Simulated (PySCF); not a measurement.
Correlation energy of As⁺ (arsenic, charge +1)

[Ar] 3d10 4s2 4p2, high-spin 3P determinant. Calculation: PySCF 2.14, in aug-cc-pVDZ-PP with ECP10MDF; scalar relativity through the core potential. Frozen: 3s2 3p6 3d10; 4 electrons correlated.

MP2 pair energies summed by pair of shells (mhartree):

```json
{"pair": "4s-4p", "energy": "-25.76", "share (%)": "60.0"}
{"pair": "4s-4s", "energy": "-12.85", "share (%)": "29.9"}
{"pair": "4p-4p", "energy": "-4.34", "share (%)": "10.1"}
```

Total MP2 correlation energy: -42.96 mhartree.

Same-spin part -7.18 and opposite-spin part -35.78 mhartree; SCS-MP2 scales them by 1/3 and 6/5 to -45.33 mhartree.

| level | correlation energy (mhartree) |
| --- | --- |
| CCSD | -59.43 |
| (T) | -0.72 |
| CCSD(T) | -60.15 |

Diagnostics: T1 = 0.0070, D1 = 0.0193, largest double amplitude 0.093.

Cost of the coupled-cluster step: 0.13 s of wall time on 1 thread of Intel(R) Xeon(R) Platinum 8559C (shared host), for 4 correlated electrons.
